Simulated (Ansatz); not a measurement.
Ansatz (a quantum-chemistry and plane-wave program) input (PBE/def2-TZVPD):

Ansatz 0.2 input:
```yaml
crystal:
  periodic: [false, false, false]
  atoms:
    - {symbol: C, position_ang: [-1.19823066, -0.02351216, -1.57843553]}
    - {symbol: C, position_ang: [-0.08607453, -0.32696609, -0.58283404]}
    - {symbol: C, position_ang: [0.80738196, -1.46118098, -1.06810710]}
    - {symbol: Se, position_ang: [-0.84233951, -0.92889150, 1.16324289]}
    - {symbol: Se, position_ang: [0.95675802, 1.36352612, -0.38848410]}
    - {symbol: H, position_ang: [-1.80205399, -0.91710901, -1.74095301]}
    - {symbol: H, position_ang: [-1.85398159, 0.77013617, -1.22226188]}
    - {symbol: H, position_ang: [-0.77233702, 0.28383986, -2.53786649]}
    - {symbol: H, position_ang: [1.61883780, -1.66336253, -0.36996052]}
    - {symbol: H, position_ang: [0.22146312, -2.37641100, -1.19225027]}
    - {symbol: H, position_ang: [1.24479721, -1.19970840, -2.03238397]}
    - {symbol: H, position_ang: [-1.52096095, 0.34227918, 1.45609312]}
    - {symbol: H, position_ang: [1.83554552, 0.85271405, 0.67404438]}
basis:
  gaussian:
    orbitals: def2-TZVPD
hamiltonian:
  xc: {name: PBE}
output: {forces: true}
```

Output:

```
Functional definition: PBE
integrals: 0.38 GiB planned
1776 factors; their error is unknown
0.48 GiB of the device are held for the grids
1.97 GiB of device memory are held for the factors and their scratch space
mean field: 1.98 GiB planned
mean field evaluation 1: about -133901.3974 eV, gradient 8.4e1 eV
mean field evaluation 2: about -133821.2059 eV, gradient 1.8e2 eV
mean field evaluation 4: about -133916.4433 eV, gradient 2.4e1 eV
mean field evaluation 8: about -133917.8265 eV, gradient 2.5e-1 eV
mean field evaluation 16: about -133917.7655 eV, gradient 8.8e-4 eV
mean field -133917.76545467 eV, -4921.3871077375 hartree, gradient 7.9e-6 eV, S^2 0.000000; 0 other end points of the search recorded, 0 dependent functions left out
the calculation of the forces begins
reference -133917.76552879 eV, -4921.3871104614 hartree; 47, 47 occupied and 250, 250 virtual orbitals, 1776 factors
Total energy: -133917.76552879 eV, -4921.3871104614 hartree
Atom 0 at    -1.198231    -0.023512    -1.578436 Å, force     0.147983     0.005781     0.140311 eV/Å
Atom 1 at    -0.086075    -0.326966    -0.582834 Å, force     0.000886     0.003364     0.005997 eV/Å
Atom 2 at     0.807382    -1.461181    -1.068107 Å, force    -0.111428     0.133076     0.107210 eV/Å
Atom 3 at    -0.842340    -0.928891     1.163243 Å, force     0.086647    -0.249924     0.039561 eV/Å
Atom 4 at     0.956758     1.363526    -0.388484 Å, force    -0.106061     0.176177    -0.171019 eV/Å
Atom 5 at    -1.802054    -0.917109    -1.740953 Å, force    -0.159103    -0.236052    -0.040445 eV/Å
Atom 6 at    -1.853982     0.770136    -1.222262 Å, force    -0.182662     0.211320     0.085122 eV/Å
Atom 7 at    -0.772337     0.283840    -2.537866 Å, force     0.110297     0.081374    -0.255885 eV/Å
Atom 8 at     1.618838    -1.663363    -0.369961 Å, force     0.221711    -0.062988     0.179289 eV/Å
Atom 9 at     0.221463    -2.376411    -1.192250 Å, force    -0.153158    -0.244188    -0.034339 eV/Å
Atom 10 at     1.244797    -1.199708    -2.032384 Å, force     0.115707     0.071207    -0.253400 eV/Å
Atom 11 at    -1.520961     0.342279     1.456093 Å, force    -0.104353     0.202922     0.033621 eV/Å
Atom 12 at     1.835546     0.852714     0.674044 Å, force     0.133535    -0.092070     0.163978 eV/Å
Dipole moment:    -0.029209    -0.110955    -0.197783 e Å
```
